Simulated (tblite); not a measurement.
C8H6FN (charge +1 and doublet state).
Atom-mapped SMILES: `[CH:1]#[C:2][c:3]1[cH:4][cH:5][c:6]([NH2+:7])[c:8]([F:9])[cH:10]1` (hydrogens: H11 on C1; H12 on C4; H13 on C5; H14, H15 on N7; H16 on C10)

Structure used (GFN2-xTB), in Å, numbered top down from 1:
```
atom  x, y, z in Å
C1     0.1611    2.1119   -3.2163
C2     0.1137    1.4471   -2.2063
C3     0.0549    0.6842   -1.0395
C4    -0.4857    1.2436    0.1491
C5    -0.5517    0.5105    1.2977
C6    -0.0841   -0.8313    1.3315
N7    -0.1312   -1.5768    2.4272
C8     0.4558   -1.3699    0.1165
F9     0.8864   -2.6286    0.1614
C10    0.5300   -0.6440   -1.0371
H11    0.2016    2.6887   -4.0972
H12   -0.8444    2.2615    0.1259
H13   -0.9632    0.9378    2.1996
H14   -0.5043   -1.2122    3.2923
H15    0.2086   -2.5309    2.4156
H16    0.9452   -1.0825   -1.9318
```

Calculated harmonic vibrations of the isolated species, GFN2-xTB (tblite), most abundant isotopes, no scaling. Against measured fundamentals such values can be off by several per cent, at times by over 20. One conformer, not necessarily the lowest. Open shells enter through the occupations alone, without spin polarisation, and single modes of such species can be off by tens of per cent.

Harmonic wavenumbers (cm⁻¹): 83.6, 124.0, 162.8, 257.9, 279.2, 358.1, 377.5, 391.5, 409.3, 480.3, 519.1, 537.5, 589.2, 590.4, 659.0, 677.6, 687.2, 694.1, 806.8, 829.4, 876.9, 917.1, 934.6, 969.3, 1117.9, 1158.2, 1209.3, 1242.4, 1325.5, 1360.5, 1408.9, 1423.5, 1472.5, 1528.5, 1582.5, 2181.7, 3097.8, 3109.8, 3110.8, 3345.9, 3392.0, 3455.5.

A = 3021, B = 906.3, C = 697.1 MHz; mass 135.048 u (most abundant isotopes); point group Cs, symmetry number 1; spin multiplicity 2.

**Question.** Zero-point energy?

**Answer.** Half the sum of the wavenumbers: 24868 cm⁻¹ = 71.10 kcal/mol.

**Question.** What is S at 298.15 K and 1 bar for an ideal gas of classical rigid rotors and harmonic oscillators?

**Answer.** Translation 40.64, rotation 29.51, vibration 22.02, spin (R ln 2) 1.38: S = 93.5 cal/(mol K).

**Question.** And Cp and H(298.15 K) − H(0)?

**Answer.** Cp = 37.12 cal/(mol K), of which vibrations give 29.17 (their classical limit is 42 R = 83.5); H(298.15 K) − H(0) = 6.28 kcal/mol without the zero-point energy, 3.91 from vibrations.

**Question.** What must be added to the electronic energy to get the Gibbs energy at 298.15 K and 1 bar?

**Answer.** ZPE + [H(298.15 K) − H(0)] − T·S = 71.10 + 6.28 − 27.89 = 49.49 kcal/mol.

**Question.** Blend soft modes into free rotors: weight 1/[1 + (100 cm⁻¹/ν̃)⁴] for the oscillator and the rest for a rotor with moment μB/(μ + B), μ = h/(8π²ν), B = 10⁻⁴⁴ kg m². What vibrational entropy results?

**Answer.** 21.39 cal/(mol K) in place of 22.02, which changes −T·S at 298.15 K by +0.19 kcal/mol.

**Question.** How do the functions run with temperature in this model?

**Answer.** 
```json
{"T (K)": "100", "S (cal/(mol K))": "67.0", "Cp (cal/(mol K))": "15.1", "H − H(0) (kcal/mol)": "1.07", "G − H(0) (kcal/mol)": "-5.63", "ln q(vib)": "0.70"}
{"T (K)": "200", "S (cal/(mol K))": "80.9", "Cp (cal/(mol K))": "26.5", "H − H(0) (kcal/mol)": "3.15", "G − H(0) (kcal/mol)": "-13.04", "ln q(vib)": "2.42"}
{"T (K)": "300", "S (cal/(mol K))": "93.8", "Cp (cal/(mol K))": "37.3", "H − H(0) (kcal/mol)": "6.35", "G − H(0) (kcal/mol)": "-21.79", "ln q(vib)": "4.52"}
{"T (K)": "500", "S (cal/(mol K))": "116.9", "Cp (cal/(mol K))": "53.3", "H − H(0) (kcal/mol)": "15.54", "G − H(0) (kcal/mol)": "-42.91", "ln q(vib)": "9.13"}
{"T (K)": "800", "S (cal/(mol K))": "145.2", "Cp (cal/(mol K))": "66.8", "H − H(0) (kcal/mol)": "33.78", "G − H(0) (kcal/mol)": "-82.41", "ln q(vib)": "15.89"}
{"T (K)": "1000", "S (cal/(mol K))": "160.8", "Cp (cal/(mol K))": "72.3", "H − H(0) (kcal/mol)": "47.72", "G − H(0) (kcal/mol)": "-113.04", "ln q(vib)": "20.05"}
```

q(vib) and H(0) count from the zero-point level.

**Question.** Which modes carry the vibrational entropy at 298.15 K?

**Answer.** 83.6 cm⁻¹: 3.80; 124.0 cm⁻¹: 3.04; 162.8 cm⁻¹: 2.52; 257.9 cm⁻¹: 1.68; 279.2 cm⁻¹: 1.54; 358.1 cm⁻¹: 1.13 cal/(mol K); the other 36 give 8.32 together.

Hindered rotation and anharmonicity are outside this model. Other conformers, if any are populated, would add a mixing term that is left out.
